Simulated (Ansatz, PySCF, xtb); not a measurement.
Stepwise substitution at one centre (Ga Cl-SH). All species are isolated molecules in the gas phase. One relaxed conformer stands for each flexible species; it need not be the lowest. Strings in code marks are SMILES.

Quantity: redistribution energy (mixed species minus the weighted end members), in kJ/mol.

Level 1: frozen-core MP2/cc-pVTZ // r2SCAN-D4/def2-TZVP (Ansatz, a first-principles code)
Level 2: B3LYP/LANL2DZ // r2SCAN-D4/def2-TZVP (PySCF)
Level 3: PBE/6-31G* // r2SCAN-D4/def2-TZVP (PySCF)
Level 4: GFN2-xTB (xtb)

```
species                                                                                         level 1  level 2  level 3  level 4
----------------------------------------------------------------------------------------------  -------  -------  -------  -------
1 of 3 Cl replaced by SH: `[Cl][Ga]([SH])[Cl]` (H–S–Ga–Cl torsion 180°)                           -5.60    -7.59    -7.92   -13.52
2 of 3 Cl replaced by SH: `[SH][Ga]([SH])[Cl]` (H–S–Ga–Cl torsion 0°, Cl–Ga–S–H torsion -180°)    -5.78    -8.24    -8.46   -15.44
```
